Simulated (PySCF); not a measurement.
**Radial density of As³⁺ (arsenic, charge +3)**

UHF, [Ar] 3d10 4s2, closed-shell 1S. Calculation: PySCF 2.14, in x2c-SVPall; scalar relativity by spin-free X2C-1e.

```csv
r (bohr),4πr²ρ (e/bohr)
0.000660,0.2037
0.00111,0.5523
0.00187,1.413
0.00314,3.332
0.00528,7.589
0.00889,15.82
0.0149,28.34
0.0251,39.36
0.0423,38.28
0.0711,33.00
0.120,45.48
0.201,38.44
0.339,24.87
0.569,29.58
0.958,9.790
1.61,2.117
2.71,0.3922
4.56,0.002186
```

Densities and radii are taken from the X2C orbitals without a picture-change correction, which distorts them close to the nucleus.
